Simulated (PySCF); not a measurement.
A PySCF script (with the pyscf-properties extension) for the NMR shieldings of SMILES [H][As@OH24+]([H])([H])[AlH3-], AlAsH$_{6}$, on a GFN2-xTB geometry:

```python
import basis_set_exchange as bse
import numpy as np
from pyscf import gto, dft
from pyscf.prop import nmr

atoms = """
Al   -1.375263   -0.045389    0.050825
As    1.133549    0.403578   -0.503515
H    -1.669324   -0.668010   -1.358310
H    -1.248003   -1.012506    1.279332
H    -1.677788    1.468811    0.326681
H     1.100394    0.559752    0.984997
H     2.642147    0.386096   -0.477406
H     1.103346   -1.082920   -0.327170
"""
names = dict.fromkeys(["Al", "As", "H"], "pcSseg-1")
basis = {el: gto.basis.parse(bse.get_basis(n, elements=[el], fmt="nwchem")) for el, n in names.items()}
mol = gto.M(atom=atoms, basis=basis, charge=0, verbose=0)
mf = dft.RKS(mol, xc="PBE0")
mf.grids.level = 2
mf.grids.alignment = dft.numint.BLKSIZE   # the property module wants whole blocks of grid points
mf.conv_tol = 1e-9
mf.kernel()

calc = nmr.RKS(mf)   # GIAO
C = mf.mo_coeff
Co = C[:, mf.mo_occ > 0]
resp = mf.gen_response(singlet=True, hermi=2)
def vind(x):   # induced exchange potential for any number of trial vectors
    d = np.einsum("pi,xij,qj->xpq", C, 2 * x.reshape(-1, C.shape[1], Co.shape[1]), Co, optimize=True)
    return np.einsum("xpq,pi,qj->xij", resp(d - d.transpose(0, 2, 1)), C, Co, optimize=True).ravel()
mo1, _ = nmr.rhf.solve_mo1(calc, with_cphf=vind)
sigma = calc.kernel(mo1)
for i, s in enumerate(sigma):   # ppm
    w = np.linalg.eigvalsh((s + s.T) / 2)
    print("%2d %-2s iso %8.1f  s11 %8.1f  s22 %8.1f  s33 %8.1f" % (i, mol.atom_pure_symbol(i), w.mean(), *w))
```

Problem. What are the results?

Solution. 
```
 0 Al iso    357.2  s11    312.4  s22    346.2  s33    412.8
 1 As iso   1983.8  s11   1808.4  s22   2024.8  s33   2118.2
 2 H  iso     26.4  s11     22.9  s22     25.6  s33     30.8
 3 H  iso     26.8  s11     23.1  s22     26.0  s33     31.2
 4 H  iso     26.4  s11     22.9  s22     25.6  s33     30.8
 5 H  iso     28.8  s11     20.4  s22     24.4  s33     41.8
 6 H  iso     28.2  s11     21.6  s22     22.7  s33     40.4
 7 H  iso     28.8  s11     20.4  s22     24.4  s33     41.8
```

These numbers come from an equivalent density-fitted implementation of the same equations, which agrees with the script to about 0.01 ppm for H and up to a few tenths of a ppm for heavy atoms, so last digits may differ.

Relativistic effects, spin–orbit coupling among them, are left out; they matter for As and for the light atoms bonded to it.

Size and cost of the density-fitted run: 95 basis functions, 5.2 s wall time on 1 thread of an Arm Neoverse V2, shared host.
